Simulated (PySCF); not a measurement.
**Correlation energy of Fe¹⁴⁺ (iron, charge +14)**

[Ne] 3s2, closed-shell 1S. All numbers are calculated (PySCF 2.14, scalar relativity by spin-free X2C-1e, in an uncontracted even-tempered set (18 s from 1.1 bohr⁻², ratio 2.5; 11 p from 1.4 bohr⁻², ratio 2.5; 5 d from 5.7 bohr⁻², ratio 2.7; 4 f from 8.5 bohr⁻², ratio 2.7)). Frozen: 1s2; 10 electrons correlated; the 19 highest virtual orbitals of each spin left out.

```json
{"level": "CCSD", "correlation energy (mhartree)": "-418.10"}
{"level": "(T)", "correlation energy (mhartree)": "-2.13"}
{"level": "CCSD(T)", "correlation energy (mhartree)": "-420.23"}
```

Diagnostics: T1 = 0.0010, D1 = 0.0032, largest double amplitude 0.089.

Is a single reference adequate?

Mostly. T1 lies below 0.03, but a double amplitude of this size points to a near-degeneracy that CCSD handles and MP2 describes poorly.
